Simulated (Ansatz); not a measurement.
`C[CH2][InH][F]` + H–F → `F[CH2][InH][F]` + CH₄ at 298.15 K and 1 bar (substitution at a C–C bond).

Isolated molecules relaxed with PBE0-D4/def2-TZVP in Ansatz; ΔE leaves out vibrations. CBS: MP2 limit from def2 TZ/QZ plus the TZ coupled-cluster correction, frozen cores. This one scheme is used for every species. def2 core potentials past Kr. For In outer-core shells are correlated without core-valence functions, which leaves a few kJ/mol of doubt a bond. One conformer a species, not always the lowest.

```tsv
species	CCSD(T)/CBS energy (Eh)	H − E (kJ/mol)	S (J/(mol·K))
`C[CH2][InH][F]`	-369.34165	209.9	357.3
H–F	-100.39570	33.5	173.6
`F[CH2][InH][F]`	-429.25055	114.6	341.9
CH₄	-40.46206	127.4	186.2
```

H − E and S are ideal-gas, rigid-rotor, harmonic terms from PBE0-D4/def2-TZVP, for one conformer and one mirror image of each species. 1 Eh = 2625.50 kJ/mol, R = 8.31446 J/(mol·K).

Problem. By hand: ΔE, ΔH, ΔS and ΔG.

Solution. ΔE = (-429.25055) + (-40.46206) − (-369.34165) − (-100.39570) = 0.02474 Eh = 65.0 kJ/mol. Δ(H − E) = 114.6 + 127.4 − 209.9 − 33.5 = -1.4, so ΔH = 63.6 kJ/mol. ΔS = 341.9 + 186.2 − 357.3 − 173.6 = -2.8 J/(mol·K). ΔG = 63.6 − 298.15 × (-2.8)/1000 = 64.4 kJ/mol.

Problem. By hand: the equilibrium constant, and the temperature at which ΔG would vanish if ΔH and ΔS stayed fixed.

Solution. log₁₀ K = −ΔG/(RT ln 10) = -11.3. ΔH and −TΔS have one sign here, so there is no such temperature.

The number of gas molecules stays the same, so ΔS is small and ΔH decides. A doubt of 5 kJ/mol in ΔE shifts log₁₀ K by 0.9 here. Other conformers and mirror images would add mixing entropy, several J/(mol·K) or more a flexible species. Modes under 60 cm⁻¹, often nearly free rotors, make the harmonic entropy too high. These are equilibria of isolated gas molecules and say nothing of rates. Largest T1 diagnostic: 0.015 (customary marks: 0.02 for closed shells, 0.045 for open ones).

ΔS is within the doubt of such terms, so its sign, and with it that verdict, could turn.
